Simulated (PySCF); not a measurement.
Vertical excitations of a molecule C6H10 from TDA-ωB97X/def2-SVPD run with PySCF, as energy in eV (oscillator strength): 7.77 (0.417), 7.89 (0.052), 7.98 (0.063), 8.20 (0.038), 8.44 (0.004), 8.59 (0.017), 8.61 (0.018), 8.95 (0.018), 8.98 (0.001), 9.01 (0.014). Lowest triplet (TDA): 4.44 eV. Geometry: B3LYP-D3(BJ)/def2-SVP. Other conformers were not sampled.

Question: Which molecule gave these data?
(A) C/C=C\C=C\C
(B) C=CCC1CC1
(C) C=C/C(C)=C\C
(D) CC=C=C(C)C

Answer: B, C=CCC1CC1
